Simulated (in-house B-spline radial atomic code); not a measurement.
Atomic self-consistent-field run: the aluminium ion Al⁸⁺. Computed with an all-electron radial atomic-structure program (B-spline basis): non-relativistic BLYP, spin-polarised, spherical fractional occupations, point nucleus.

Command:
```bash
python run_scf.py task.json out
```
Settings:
```
Z                13
configuration    [He] 2s2 2p1
hamiltonian      nr
method           b88,lyp
spin_polarised   True
```

Output (hartree, bohr):
```
 radial grid: 37 intervals, B-splines of order 8, outer radius 4.5977 bohr

 iter        energy (Eh)    residual
    1        -202.613248    6.78e-01
    2        -203.895872    4.25e-02
    3        -203.905721    1.94e-02
    4        -203.907714    8.85e-03
    5        -203.908211    8.21e-04
    6        -203.908216    1.50e-05
    7        -203.908216    2.75e-07
    8        -203.908216    5.35e-09

 total energy                      -203.90822
 kinetic                             203.7555
 electron-nucleus                   -434.3510
 Hartree                              38.2437
 exchange-correlation                -11.5563

 orbital      occ     eigenvalue          <r>       <r^2>       <1/r>     <1/r^3>       <r^4>       r_max
 1s up      1.000       -66.5722     0.119979   0.0193405     12.6138           - 0.000960208     0.07861
 1s down    1.000       -66.4793     0.119802   0.0192779     12.6277           - 0.000953379     0.07856
 2s up      1.000       -12.3466     0.535727    0.336611      2.7537           -    0.191956      0.4537
 2s down    1.000       -12.1367     0.539221    0.341162     2.73086           -    0.197724      0.4557
 2p up      1.000       -11.3212     0.472686    0.271466     2.68551     55.2377    0.143512      0.3701
```

Time taken, with all properties: 0.04 s on 1 thread of Arm Neoverse V2 (shared host).
